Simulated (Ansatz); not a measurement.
Breaking the Sn1–H2 bond in CH4Sn (SMILES [CH3][SnH]) (multiplicity 1 held, fragments rigid). Energies count from the point at 1.787 Å.
Geometry at that point (charge 0, multiplicity 1):
```xyz
6

Sn     0.00984     0.25050     0.24519
H     -0.34595     1.41340    -1.06485
C     -0.01334    -1.45640    -1.15807
H      0.73725    -1.29419    -1.93601
H     -0.98669    -1.50317    -1.65333
H      0.18357    -2.40265    -0.65673
```

Signs of static correlation in def2-TZVPP, with CASSCF(2,2), from Ansatz (an electronic-structure program) runs.

```tsv
R (Å)	T1 of restricted CCSD	⟨S²⟩ of UHF	largest double amplitude of restricted CCSD	weight of the CASSCF reference in MRCISD	CASSCF natural occupations
1.430	0.011	0.271	0.083	0.900	1.98 0.02
1.609	0.011	0.209	0.078	0.899	1.98 0.02
1.787	0.012	0.151	0.074	0.899	1.97 0.03
1.966	0.013	0.098	0.069	0.899	1.96 0.04
2.145	0.014	0.049	0.061	0.899	1.94 0.06
2.413	0.019	0.160	0.112	0.899	1.90 0.10
2.681	(withheld)	0.569	(withheld)	0.899	1.84 0.16
3.128	0.046	0.861	0.316	0.900	1.70 0.30
3.575	0.076	0.961	0.482	0.900	1.50 0.50
4.111	0.113	1.000	0.720	0.900	1.29 0.71
4.826	0.147	1.013	0.984	0.900	1.13 0.87
5.720	0.161	1.016	1.141	0.900	1.04 0.96
```

Complete the blanks.


- 2.681, T1 of restricted CCSD: 0.026
- 2.681, largest double amplitude of restricted CCSD: 0.187

Doubts at one or more of the structures used: a restricted determinant that unrestricted orbitals would lower (R-CCSD(T)/def2-TZVPP); other coupled-cluster roots lie near (R-CCSD(T)/def2-TZVPP); T1 above 0.05 (R-CCSD(T)/def2-TZVPP, U-CCSD(T)/def2-TZVPP); a spin-contaminated determinant (U-CCSD(T)/def2-TZVPP).
